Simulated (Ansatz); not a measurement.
Conformers of BH8NO2Si2 (`NB(O[SiH3])O[SiH3]`), each relaxed with PBE0-D4/def2-TZVP in Ansatz. CBS adds the triple-zeta coupled-cluster correction to the MP2 limit.

Not all of them had a frequency check.

Conformer A:

```xyz
14

N    -0.131   -0.407    2.008
B     0.254   -0.056    0.703
O    -0.610   -0.118   -0.368
Si   -2.173   -0.521   -0.636
O     1.538    0.366    0.474
Si    2.230    0.830   -0.947
H    -1.049   -0.728    2.252
H     0.516   -0.357    2.774
H    -2.822   -0.986    0.622
H    -2.903    0.665   -1.146
H    -2.228   -1.612   -1.640
H     1.536    2.013   -1.518
H     3.635    1.185   -0.637
H     2.207   -0.276   -1.939
```

Conformer B:

```xyz
14

N    -0.853    0.318    2.364
B    -0.380    0.142    1.054
O     0.866    0.621    0.733
Si    1.764    1.005   -0.578
O    -1.183   -0.502    0.145
Si   -1.086   -1.257   -1.302
H    -0.320    0.796    3.066
H    -1.746   -0.026    2.662
H     2.450    2.293   -0.308
H     0.905    1.154   -1.784
H     2.778   -0.051   -0.828
H    -1.896   -2.499   -1.231
H     0.324   -1.613   -1.621
H    -1.623   -0.379   -2.372
```

Problem. Which is lowest in electronic energy at CCSD(T)/CBS (frozen core, def2 sets), and by how much? (Best estimate.)

Solution. Ansatz gave: A; B lies 5.4 kJ/mol higher.

Problem. Give the energies relative to A (kJ/mol) with r2SCAN-D4/def2-TZVPP, r2SCAN/def2-TZVPP, PBE0/def2-TZVPP, HF/def2-TZVPP, HF/def2-QZVPP, MP2/def2-QZVPP, MP2/CBS(def2). (Estimate.)

Solution. Ansatz gave: 
| level | B |
| --- | --- |
| r2SCAN-D4/def2-TZVPP | 4.7 |
| r2SCAN/def2-TZVPP | 5.1 |
| PBE0/def2-TZVPP | 5.4 |
| HF/def2-TZVPP | 6.9 |
| HF/def2-QZVPP | 6.9 |
| MP2/def2-QZVPP | 5.8 |
| MP2/CBS(def2) | 5.4 |
